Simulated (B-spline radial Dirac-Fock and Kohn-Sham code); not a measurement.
## Binding energies of Cs⁴⁺ at several levels of theory

System: cesium as Cs⁴⁺ in the configuration 1s2 2s2 2p6 3s2 3p6 3d10 4s2 4p6 4d10 5s2 5p3.

The density-functional columns are spherical, spin-unpolarised Dirac-Kohn-Sham results without Breit or QED terms: −ε is minus the orbital energy of the initial state and ΔSCF the difference of two total energies. The reference in the last column comes from multi-electron Dirac-Fock with separately optimised hole states, Breit and Lamb-shift corrections added in first order. All numbers are from a radial B-spline solver, in eV; a selection of levels is shown. For the 1s level of heavy atoms much of the gap between ΔSCF and the reference is the Breit and QED part, -131.1 eV here; for other levels the error of the functional can be larger.

| level | PBE −ε | PBE ΔSCF | LDA −ε | LDA ΔSCF | Dirac-Fock |
| --- | --- | --- | --- | --- | --- |
| 1s | 35813.2 | 36195.2 | 35774.8 | 36155.7 | 36036.0 |
| 2s | 5652.9 | 5723.5 | 5648.1 | 5718.9 | 5774.2 |
| 2p1/2 | 5320.9 | 5408.7 | 5319.0 | 5407.0 | 5413.4 |
| 2p3/2 | 4968.6 | 5050.2 | 4967.2 | 5049.0 | 5065.6 |
| 3s | 1210.0 | 1235.5 | 1208.6 | 1234.2 | 1272.9 |
| 3p1/2 | 1071.3 | 1097.7 | 1070.8 | 1097.3 | 1122.1 |
| 3p3/2 | 1003.7 | 1029.1 | 1003.4 | 1028.9 | 1054.1 |
| 3d3/2 | 760.0 | 788.3 | 760.3 | 788.6 | 792.4 |
| 3d5/2 | 745.6 | 773.6 | 745.9 | 774.0 | 778.5 |
| 4s | 263.4 | 276.0 | 263.0 | 275.6 | 292.3 |
| 4p3/2 | 199.8 | 211.8 | 199.5 | 211.5 | 222.2 |
| 4d3/2 | 118.7 | 129.8 | 118.8 | 129.9 | 129.3 |
| 4d5/2 | 116.4 | 127.4 | 116.4 | 127.5 | 127.0 |
| 5s | 65.95 | 72.51 | 66.32 | 72.92 | 71.79 |
| 5p | 50.94 | 56.83 | 51.25 | 57.18 | 55.85 |

Question: Order the estimates of the K (1s) level by their distance from the Dirac-Fock value, nearest first.
A. PBE ΔSCF
B. LDA −ε
C. PBE −ε
D. LDA ΔSCF

Answer: D (119.6 eV), A (159.1 eV), C (222.9 eV), B (261.3 eV).

Values without a named source are computed, but for edge energies of neutral atoms, which are taken from tables.
